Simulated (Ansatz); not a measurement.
Correlation energies of CH3BOSTe (`SB1OC[Te]1`) by basis set

| atom | x (Å) | y (Å) | z (Å) |
| --- | --- | --- | --- |
| S1 | -2.093 | 0.453 | 1.434 |
| B2 | -0.809 | 0.112 | 0.233 |
| O3 | 0.533 | 0.049 | 0.478 |
| C4 | 1.087 | -0.246 | -0.799 |
| Te5 | -0.803 | -0.302 | -1.895 |
| H6 | -1.248 | 0.585 | 2.473 |
| H7 | 1.593 | -1.209 | -0.789 |
| H8 | 1.740 | 0.558 | -1.133 |

The species carries charge 0 and has multiplicity 1. Correlated methods include outer-core shells of Te, which these sets cover unevenly. Te takes the def2 core potential. The geometry is a stationary point of PBE0-D4/def2-TZVP. It is one conformer, not always the lowest. Frozen core, restricted reference, Ansatz.

```json
{"basis": "def2-SVP", "HF (Eh)": "-803.50481", "MP2 corr.": "-0.64937", "CCSD corr.": "-0.68828", "(T)": "-0.02430", "CCSD(T) total": "-804.21739"}
{"basis": "def2-TZVPP", "HF (Eh)": "-803.81679", "MP2 corr.": "-1.13742", "CCSD corr.": "-1.13674", "(T)": "-0.04556", "CCSD(T) total": "-804.99909"}
{"basis": "def2-QZVPP", "HF (Eh)": "-803.83580", "MP2 corr.": "-1.34805", "CCSD corr.": "–", "(T)": "–", "CCSD(T) total": "–"}
```
